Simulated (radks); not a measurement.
Spherical quantum dot in the effective-mass picture: electrons in a hard-walled sphere of radius 4.41, with a point charge +2 (a donor) at the centre, all in effective atomic units (hartree* = m*/eps^2 hartree, bohr* = eps/m* bohr), one dielectric constant everywhere. Method: non-relativistic Kohn-Sham, r2SCAN, spin-polarised, spherical densities, generalised Kohn-Sham scheme; computed with a radial shooting solver with Libxc functionals. Levels are named by radial order and angular momentum (1s, 1p, 1d, 2s, ...), and open shells are averaged over m. Results are scaled to m* = 0.076 and eps = 15.8, for which hartree* = 8.284 meV and bohr* = 11 nm. Each electron was tried in the lowest free levels, single moves between levels near the top were tried too, and the lowest total energy was kept; such a search can miss a lower state. At N = 1 the Hartree and exchange-correlation terms need not cancel, so that row can carry a self-interaction error.

\begin{tabular}{lrrrrrr}
N & open shells & 2S & E (meV) & addition energy mu(N+1) - mu(N) (meV) & e(HOMO) (meV) & rms radius (nm) \\ \hline
1 & 1s(up 1, down 0) & 1 & -16.5694 & 9.087 & -13.155 & 9.596 \\
2 & none & 0 & -24.0521 & 11.37 & -4.9956 & 11.97 \\
3 & 1p(up 1, down 0) & 1 & -20.1667 & 2.149 & 4.8787 & 19.57 \\
4 & 1p(up 2, down 0) & 2 & -14.1319 & 2.381 & 7.2104 & 22.83 \\
5 & 1p(up 3, down 0) & 3 & -5.71642 & 2.517 & 9.6274 & 24.82 \\
6 & 1p(up 3, down 0) 2s(up 1, down 0) & 4 & 5.21569 & 3.544 & 12.136 & 26.34 \\
7 & 1p(up 3, down 1) 2s(up 1, down 0) & 3 & 19.6914 & 2.094 & 15.510 & 27.41 \\
8 & 1p(up 3, down 2) 2s(up 1, down 0) & 2 & 36.2614 & 2.223 & 17.663 & 28.28 \\
9 & 2s(up 1, down 0) & 1 & 55.0548 & 2.559 & 19.933 & 29.00 \\
10 & none & 0 & 76.4071 & 4.447 & 22.599 & 29.54 \\
11 & 1d(up 1, down 0) & 1 & 102.206 & 2.203 & 26.897 & 30.19 \\
12 & 1d(up 2, down 0) & 2 & 130.208 & 2.221 & 29.110 & 30.74 \\
13 & 1d(up 3, down 0) & 3 & 160.432 & 2.232 & 31.337 & 31.22 \\
14 & 1d(up 4, down 0) & 4 & 192.887 & 2.237 & 33.572 & 31.63 \\
15 & 1d(up 5, down 0) & 5 & 227.578 & 3.042 & 35.811 & 32.01 \\
16 & 1d(up 5, down 1) & 4 & 265.312 & 2.151 & 38.806 & 32.35 \\
17 & 1d(up 5, down 2) & 3 & 305.197 & 2.175 & 40.969 & 32.65 \\
18 & 1d(up 5, down 3) & 2 & 347.257 & 2.190 & 43.152 & 32.93 \\
19 & 1d(up 5, down 4) & 1 & 391.508 & 2.199 & 45.347 & 33.18 \\
20 & none & 0 & 437.956 & 4.975 & 47.549 & 33.42 \\
21 & 1f(up 1, down 0) & 1 & 489.380 & 2.155 & 52.491 & 33.67 \\
22 & 1f(up 2, down 0) & 2 & 542.958 & 2.161 & 54.650 & 33.90 \\
23 & 1f(up 3, down 0) & 3 & 598.697 & 2.166 & 56.816 & 34.11 \\
24 & 1f(up 4, down 0) & 4 & 656.603 & 2.170 & 58.986 & 34.31 \\
25 & 1f(up 5, down 0) & 5 & 716.678 & 2.173 & 61.158 & 34.50 \\
26 & 1f(up 6, down 0) & 6 & 778.926 & 2.175 & 63.332 & 34.67 \\
27 & 1f(up 7, down 0) & 7 & 843.349 & 2.969 & 65.508 & 34.83 \\
28 & 1f(up 7, down 1) & 6 & 910.740 & 2.126 & 68.439 & 34.99 \\
29 & 1f(up 7, down 2) & 5 & 980.258 & 2.132 & 70.570 & 35.14 \\
30 & 1f(up 7, down 3) & 4 & 1051.91 & 2.138 & 72.708 & 35.27 \\
31 & 1f(up 7, down 4) & 3 & 1125.70 & 2.144 & 74.851 & 35.41 \\
32 & 1f(up 7, down 5) & 2 & 1201.63 & 2.148 & 76.998 & 35.53 \\
33 & 1f(up 7, down 6) & 1 & 1279.71 & 2.151 & 79.149 & 35.65 \\
34 & none & 0 & 1359.94 & 5.384 & 81.301 & 35.76 \\
35 & 1g(up 1, down 0) & 1 & 1445.55 & - & 86.671 & 35.89 \\
\end{tabular}

All shells are closed at N = 2, 10, 20, 34 (there: 1s2 1p6 1d10 2s2 1f14); the second difference of the energy has clear peaks (12 % above both neighbours; the first and last values, which can be the largest, are not judged, and half-filled shells can peak too) at N = 2, 6, 10, 15, 20, 27.
